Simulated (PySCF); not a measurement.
Structure problem from calculated spectra and properties.

Formula: C5H5F3P2.

| Item | Value |
| --- | --- |
| 13C NMR | chemical shifts (computed TMS as zero) by class: 133.6 (1 C), 85.8 (1 C), 82.1 (1 C), 43.8 (1 C), 25.3 (1 C) ppm [GIAO PBE0/pcSseg-1] |
| 1H NMR | chemical shifts (computed TMS as zero) by class: 4.01 (2 H), 3.92 (2 H), 1.86 (1 H) ppm [GIAO PBE0/pcSseg-1] |
| Rotational structure | rotational constants A, B, C: 1.846, 0.525, 0.483 GHz [GFN2-xTB] |
| NMR, other nuclei | isotropic shieldings of nuclei other than C and H, by class: 244 (3 F), -375 (1 P), -309 (1 P) ppm [GIAO PBE0/pcSseg-1] |
| Dipole | 2.38 D [PBE0/pcSseg-1] |

Electronic properties: PySCF, gas phase, density fitting. Levels stand in brackets. One conformer (not necessarily the lowest) at the GFN2-xTB geometry, without solvent, vibrations or thermal averaging. NMR values are class means; diastereotopic atoms form classes of their own.

**Question.** Give a SMILES that accounts for the data.

**Answer.** Numbering: `[CH:1]#[C:2][CH2:3]/[P:4]=[P:5]/[CH2:6][C:7]([F:8])([F:9])[F:10]`. 5 carbons fall into 5 classes; from least to most shielded: CF3 carbon [C7] (133.6 ppm), alkyne carbon [C2] (85.8 ppm), terminal alkyne carbon [C1] (82.1 ppm), sp3 carbon bound to phosphorus [C6] (43.8 ppm), sp3 carbon bound to phosphorus [C3] (25.3 ppm). Hydrogen classes from least to most shielded: 2 H on an sp3 carbon bound to phosphorus, C3 (4.01 ppm), 2 H on an sp3 carbon bound to phosphorus, C6 (3.92 ppm), 1 H on a terminal alkyne carbon, C1 (1.86 ppm). The other shieldings belong to: 244 ppm, fluorine of a CF3 group [F8/F9/F10]; -375 ppm, phosphorus bonded to C and P [P4]; -309 ppm, phosphorus bonded to C and P [P5]. The optimised geometry has point group C1 and is an asymmetric top. Structure: `C#CC/P=P/CC(F)(F)F`. The assignments are read from this structure; whether some other isomer fits the data as well wasn't checked.

Shape of the structure used: `[CH:1]#[C:2][CH2:3]/[P:4]=[P:5]/[CH2:6][C:7]([F:8])([F:9])[F:10]`: C2–C3–P4–P5 -81°, P4–P5–C6–C7 -93°, P5–C6–C7–F8 -172°.
